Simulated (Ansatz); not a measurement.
Mulliken charges of CH6BGa (`C[BH][GaH2]`) from r2SCAN/def2-TZVPP in Ansatz (PBE0-D4/def2-TZVP geometry).

| atom | x (Å) | y (Å) | z (Å) | charge (e) |
| --- | --- | --- | --- | --- |
| C1 | -0.656 | 1.050 | -0.726 | -0.201 |
| B2 | -0.436 | -0.404 | -0.216 | 0.102 |
| Ga3 | 1.039 | -1.022 | 1.111 | 0.055 |
| H4 | -1.705 | 1.293 | -0.920 | 0.075 |
| H5 | -0.176 | 1.049 | -1.721 | 0.067 |
| H6 | -0.191 | 1.855 | -0.155 | 0.056 |
| H7 | -1.154 | -1.249 | -0.687 | 0.000 |
| H8 | 2.492 | -1.431 | 0.648 | -0.078 |
| H9 | 0.787 | -1.142 | 2.665 | -0.077 |

**Question.** By hand: the dipole of these point charges (1 e Å = 4.8032 D).

**Answer.** Σ q r = (-0.261, 0.162, -0.264) e Å, of length 0.405 e Å = 1.95 D.

**Question.** How does the dipole of the full density compare? (An estimate is asked.)

**Answer.** Ansatz gave: (-0.140, 0.184, -0.183) e Å, 1.42 D; the point charges give 1.37 times that, at 16° from its direction.

Point charges leave out the atoms' own dipoles, such as those of lone pairs, and Mulliken's split depends on the basis, so the two needn't agree.
